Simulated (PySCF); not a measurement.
## Shapes and spin states of [CrH4]-

All numbers come from PBE0 in PySCF with Cr def2-TZVPD, H def2-TZVPD; no relativity; density-fitted integrals.

Relaxations began from a few typed shapes and spin states; open shells are unrestricted. The search is not exhaustive: other isomers or separated fragments can lie lower, and high-lying points may rest on an excited occupation.

(1) Order these stationary points by electronic energy, lowest first, in kJ/mol from the lowest minimum.
A. broken-symmetry Ms = 1/2 (⟨S²⟩ 1.77) C2v: Cr–H 1.628 Å (×2), Cr–H 1.725 Å (×2); H–Cr–H 101.1° (×4), H–Cr–H 107.8°, H–Cr–H 141.7°
B. quartet C2v: Cr–H 1.640 Å (×2), Cr–H 1.749 Å (×2); H–Cr–H 98.7° (×4), H–Cr–H 104.6°, H–Cr–H 151.4°
C. broken-symmetry Ms = 1/2 (⟨S²⟩ 1.77) D2d: Cr–H 1.675 Å (×4); H–Cr–H 88.7° (×2), H–Cr–H 120.8° (×4)
D. quartet D4h: Cr–H 1.713 Å (×4); H–Cr–H 90.0° (×4), H–Cr–H 180.0° (×2)
E. broken-symmetry Ms = 1/2 (⟨S²⟩ 1.76) D4h: Cr–H 1.717 Å (×4); H–Cr–H 90.0° (×4), H–Cr–H 180.0° (×2)
F. broken-symmetry Ms = 1/2 (⟨S²⟩ 1.77) Cs: Cr–H 1.625 Å (×2), Cr–H 1.711 Å, Cr–H 1.733 Å; H–Cr–H 60.5°, H–Cr–H 79.0°, H–Cr–H 85.4°, H–Cr–H 135.1°, H–Cr–H 139.5°

(2) Which of them are minima?

## Answers

(1) B (0.0), D (66.2), C (102.6), A (105.1), F (121.5), E (159.4).

(2) By energy in kJ/mol, 0.0: minimum; 66.2: minimum; 102.6: minimum; 105.1: saddle point, 1 imaginary mode; 121.5: saddle point, 1 imaginary mode; 159.4: saddle point, 2 imaginary modes.

Formally Cr is in oxidation state +3, d3, with 3 unpaired electrons (the high-spin count). The Mulliken spin on Cr is 3.76. The polar-tensor charge on Cr, 0.79, is far below the formal one.

For the lowest minimum: open d and f shells are described by one determinant, and the ground state may have another occupation or spin. The lowest empty level of this anion is unbound, so it and the gap depend on the basis.
